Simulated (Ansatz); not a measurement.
`CBN` + HI → `CBI` + NH₃ at 600 K and 1 bar (ligand exchange at a B–N bond).

Gas-phase electronic energies from Ansatz, PBE0-D4/def2-TZVP geometries. CCSD(T)/CBS adds triple-zeta CCSD(T) − MP2 to the extrapolated MP2 energy (def2 sets, frozen cores). This one scheme is used for every species. Elements past krypton have def2 core potentials. For I outer-core shells are correlated without core-valence functions, which leaves a few kJ/mol of doubt a bond. Each species was taken in one conformer, which may not be the lowest.

| species | CCSD(T)/CBS energy (Eh) | H − E (kJ/mol) | S (J/(mol·K)) |
| --- | --- | --- | --- |
| `CBN` | -121.21267 | 244.5 | 338.1 |
| HI | -298.03592 | 31.6 | 227.0 |
| `CBI` | -362.71826 | 168.1 | 364.7 |
| NH₃ | -56.50880 | 112.4 | 219.5 |

H − E and S are ideal-gas, rigid-rotor, harmonic terms from PBE0-D4/def2-TZVP, for one conformer and one mirror image of each species. 1 Eh = 2625.50 kJ/mol, R = 8.31446 J/(mol·K).

Q: By hand: ΔE, ΔH, ΔS and ΔG.

A: ΔE = (-362.71826) + (-56.50880) − (-121.21267) − (-298.03592) = 0.02153 Eh = 56.5 kJ/mol. Δ(H − E) = 168.1 + 112.4 − 244.5 − 31.6 = 4.4, so ΔH = 60.9 kJ/mol. ΔS = 364.7 + 219.5 − 338.1 − 227.0 = 19.1 J/(mol·K). ΔG = 60.9 − 600 × (19.1)/1000 = 49.4 kJ/mol.

Q: By hand: the equilibrium constant, and the temperature at which ΔG would vanish if ΔH and ΔS stayed fixed.

A: log₁₀ K = −ΔG/(RT ln 10) = -4.3. ΔG = 0 at ΔH/ΔS = 3188 K, far beyond where these terms or the molecules hold.

ΔH outweighs TΔS. A doubt of 5 kJ/mol in ΔE shifts log₁₀ K by 0.4 here. Other conformers and mirror images would add mixing entropy, several J/(mol·K) or more a flexible species. Modes under 60 cm⁻¹, often nearly free rotors, make the harmonic entropy too high. These are equilibria of isolated gas molecules and say nothing of rates. Largest T1 diagnostic: 0.011 (customary marks: 0.02 for closed shells, 0.045 for open ones).
